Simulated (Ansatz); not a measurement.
`C[SiH2]C(=N)Cl` at its PBE0-D4/def2-TZVP geometry, where that method's forces vanish. The species carries charge 0 and has multiplicity 1.

```xyz
11

C     0.9319   -1.4074    0.0187
Si    0.2770    0.1263    0.8385
C    -0.8513    1.0542   -0.3720
N    -1.0946    0.6622   -1.5326
Cl   -1.5409    2.5549    0.3061
H     1.5843   -1.9602    0.6985
H     1.5007   -1.1477   -0.8760
H     0.1095   -2.0591   -0.2821
H     1.3526    1.0759    1.2222
H    -0.5481   -0.1714    2.0371
H    -1.7210    1.2723   -2.0584
```

(1) What forces (eV/Å) does PBE-D4/def2-TZVPP give on these atoms in Ansatz? (Best estimate.)

Results:

(1) Computed: 
```
C1   0.006  0.008  0.026
Si2 -0.019  0.031  0.002
C3   0.227 -0.006  0.515
N4   0.043 -0.482 -0.627
Cl5 -0.163  0.397  0.228
H6   0.125 -0.113  0.120
H7   0.107  0.043 -0.170
H8  -0.151 -0.126 -0.060
H9   0.115  0.100  0.051
H10 -0.082 -0.029  0.135
H11 -0.209  0.176 -0.220
```
